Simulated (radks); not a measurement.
Question: The carbon ion C2+, [He] 2s2. Calculated with a radial shooting solver on a logarithmic mesh with Libxc functionals: non-relativistic Kohn-Sham, exchange-only PBE, spin-polarised, spherical densities, point nucleus. Every spin shell is full or empty, so the densities are truly spherical. Functionals are evaluated on that one density, not self-consistently. Rank these exchange functionals by their error against the exact value of the orbitals, and give that value: LDA, B88, PBEsol, PW91, PW86, WC, AM05, EV93, revTPSS, r2SCAN, MS2, Tao-Mo, TASK.

Answer: Exact: -4.30142 hartree. From best to worst, with 100 (|E| - |E exact|)/|E exact| (equal figures are ties): B88 -0.14, revTPSS +0.30, r2SCAN -0.38, MS2 +0.58, PW91 -0.60, Tao-Mo +0.67, PW86 +0.76, TASK -2.72, WC -3.00, EV93 +4.66, PBEsol -5.26, AM05 -10.12, LDA -12.83.
